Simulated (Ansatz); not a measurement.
Stepwise reaction of `[F][Ge]([F])([Cl])[Cl]` with ammonia, as a gas-phase model of exchange steps in deposition or etching. ΔE in kJ/mol; ΔG adds harmonic PBE0-D4 terms to CCSD(T)/CBS, at 1 bar.

Computed with Ansatz on PBE0-D4/def2-TZVP structures; ΔE is electronic, products minus reactants. CCSD(T)/CBS is the MP2 limit (def2-TZVPP, def2-QZVPP) plus CCSD(T) − MP2 in def2-TZVPP, frozen cores. This one scheme is used for every species. DFT in def2-TZVPP. B3LYP here is the variant with VWN-RPA as its local correlation; programs differ in this. For Ge outer-core shells are correlated without core-valence functions, which leaves a few kJ/mol of doubt a bond. Scalar relativity is left out up to krypton. Each species was taken in one conformer, which may not be the lowest.

```csv
step,reaction,PBE-D4,B3LYP-D4,ωB97M-V,CCSD(T)/CBS,ΔG(500 K)
2,`[NH2][Ge]([F])([F])[Cl]` + NH₃ → `[NH2][Ge]([NH2])([F])[F]` + HCl,45.7,43.2,42.4,38.2,38.0
```

(1) Give the row of step 1, `[F][Ge]([F])([Cl])[Cl]` + NH₃ → `[NH2][Ge]([F])([F])[Cl]` + HCl. (Estimate.)

(2) By hand: ΔE of the 2 steps together at CCSD(T)/CBS.

Results:

(1) Ansatz gave: 
```
step                                                          reaction  PBE-D4  B3LYP-D4  ωB97M-V  CCSD(T)/CBS  ΔG(500 K)
   1  `[F][Ge]([F])([Cl])[Cl]` + NH₃ → `[NH2][Ge]([F])([F])[Cl]` + HCl    43.6      41.0     39.6         35.7       23.7
```

(2) (35.7) + (38.2) = 73.9 kJ/mol, or 37.0 kJ/mol a step.

In ΔE the steps differ by no more than 2.5 kJ/mol. All are uphill at CCSD(T)/CBS. ΔG lies between 23.7 and 38.0 kJ/mol a step. PBE-D4 differs from CCSD(T)/CBS by 7.5 to 7.9 kJ/mol a step. Only this route is followed, and other bonds may react first. Isolated molecules leave out the surface, adducts and barriers. Largest T1 diagnostic: 0.011.
